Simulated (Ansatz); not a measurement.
C3H12AlNO2Si, SMILES `C[O][Al]([O][SiH3])[N](C)C`, relaxed with RKS PBE0-D4/def2-TZVP in Ansatz from a GFN2-xTB geometry. The force threshold is 0.005 eV/Å; the program also tests the step.

Charge 0, multiplicity 1.

Start:

```xyz
20

C    -2.681    1.915   -0.514
O    -1.611    1.021   -0.469
Al   -0.326    0.004   -0.331
O    -0.031   -1.207   -1.453
Si    0.276   -2.385   -2.528
N     0.811    0.173    1.051
C     0.670    1.169    2.089
C     1.973   -0.671    1.233
H    -2.315    2.928   -0.703
H    -3.218    1.906    0.439
H    -3.373    1.634   -1.312
H     0.281   -3.647   -1.784
H    -0.778   -2.356   -3.543
H     1.593   -2.102   -3.106
H    -0.213    1.773    1.891
H     0.560    0.700    3.075
H     1.545    1.830    2.125
H     1.923   -1.206    2.190
H     2.019   -1.400    0.426
H     2.895   -0.078    1.225
```

```
         step  energy (eV)  largest force (eV/Å)  largest move (Å)
            1  -23357.4452                 0.951             0.000
            2  -23357.5140                 0.430             0.062
            3  -23357.5225                 0.170             0.010
            4  -23357.5232                 0.044             0.009
            5  -23357.5233                 0.023             0.014
            6  -23357.5239                 0.029             0.052
 7 (rejected)  -23357.5225                 0.195             0.199
            8  -23357.5248                 0.060             0.097
 9 (rejected)  -23357.5241                 0.148             0.097
           10  -23357.5254                 0.051             0.048
           11  -23357.5256                 0.108             0.049
           13  -23357.5268                 0.152             0.028
           15  -23357.5293                 0.310             0.087
           17  -23357.5321                 0.504             0.134
           19  -23357.5730                 0.129             0.200
21 (rejected)  -23357.5773                 0.641             0.195
           23  -23357.6045                 0.143             0.097
           25  -23357.6065                 0.010             0.021
           27  -23357.6066                 0.006             0.011
           29  -23357.6067                 0.005             0.014
           31  -23357.6067                 0.008             0.006
           33  -23357.6067                 0.016             0.014
           35  -23357.6068                 0.034             0.012
           37  -23357.6069                 0.039             0.016
           39  -23357.6069                 0.018             0.014
           41  -23357.6070                 0.001             0.005
           43  -23357.6070                 0.007             0.017
           44  -23357.6070                 0.005             0.006
```

End:

```xyz
20

C    -2.570    1.467   -0.930
O    -1.487    1.244   -0.077
Al   -0.215    0.144   -0.053
O    -0.046   -1.028   -1.249
Si   -0.153   -2.026   -2.519
N     0.952    0.240    1.258
C     0.872    1.217    2.318
C     2.085   -0.641    1.394
H    -2.526    2.483   -1.338
H    -3.512    1.367   -0.380
H    -2.596    0.766   -1.774
H    -0.248   -3.437   -2.058
H    -1.359   -1.714   -3.335
H     1.050   -1.887   -3.384
H     0.004    1.865    2.181
H     0.783    0.737    3.303
H     1.768    1.855    2.347
H     2.050   -1.203    2.338
H     2.114   -1.365    0.576
H     3.034   -0.085    1.383
```

It took 57 s on 3 threads of an AMD EPYC 7R13 on a shared host and a share of an NVIDIA H100 80 GB, with 1 GiB of host memory at the peak.
